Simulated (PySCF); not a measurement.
# One molecule, several mistakes: Cl2H2NSi cation

All numbers below are calculated, not measured. They come from PySCF 2.14.0, an open-source quantum chemistry program, on an isolated molecule that a program drew, which may never have been made. The molecule is Cl2H2NSi cation (charge +1, singlet), drawn as the SMILES string `N[Si+](Cl)Cl`.

Each row is a Hartree-Fock (HF) and frozen-core CCSD(T) single point in the cc-pV(D+d)Z basis, meant for a local HF minimum. Run 1 is clean. Each other run has one planted mistake out of seven kinds, and not every kind appears here: one electron removed, one electron added, multiplicity raised by two, geometry at a saddle point, minimal basis STO-3G, one bond length entered in bohr, all coordinates scaled. The reference is restricted for singlets and unrestricted otherwise, and also for a bond in bohr. Adding or removing an electron swaps singlet and doublet. Electrons count all cores. HOMO and LUMO are orbital energies over both spins, the gradient is its largest component, and the lowest frequency (negative if imaginary) is given only where the gradient is small. Bond lengths are over the 5 bonds as drawn. T1 is the CCSD diagnostic: over 0.02 (restricted) or 0.045 (unrestricted) a single reference is doubtful.

Geometry of the clean run:
```xyz
6
Cl2H2NSi cation, angstrom
N    -0.2286    0.4061    0.5653
Si    0.8349    1.4133   -0.1331
Cl    2.1459    2.3582    0.9668
Cl    0.7986    1.6755   -2.0699
H    -0.2575    0.2315    1.5571
H    -0.9261   -0.1073    0.0505
```

```
run  electrons  basis functions  <S^2>  HOMO (eV)  LUMO (eV)  gradient (hartree/bohr)  lowest frequency (cm^-1)  mean bond (Å)  longest bond (Å)      T1  HF (hartree)  CCSD(T) (hartree)                     mistake
  1         56               93  0.000     -18.29      -3.48                  9.6e-06                       206         1.5095             1.955  0.0123   -1263.42053        -1263.99527                    no fault
  2         57               93  0.756      -5.22       2.44                  8.7e-02                         -         1.5095             1.955  0.0443   -1263.57780        -1264.15617          one electron added
  3         56               93  2.018     -11.70      -7.60                  1.6e-01                         -         1.5095             1.955  0.0469   -1263.22667        -1263.77225  multiplicity raised by two
  4         56               93  0.000     -18.73      -2.53                  1.1e-01                         -         1.3993             1.812  0.0095   -1263.36652        -1263.92960                           ?
```

**Which mistake was planted in run 4, and what did it cost?**

The mean and the longest bond both change by the same factor, 0.927, and the gradient is no longer small. So the mistake is: all coordinates scaled. Subtracting run 1 and multiplying by 627.51 kcal/mol a hartree, the energy moved by 33.9 kcal/mol in HF and 41.2 kcal/mol in CCSD(T).

Cautions from the logs. Run 3: T1 is over the limit, so its CCSD(T) energy is less reliable.
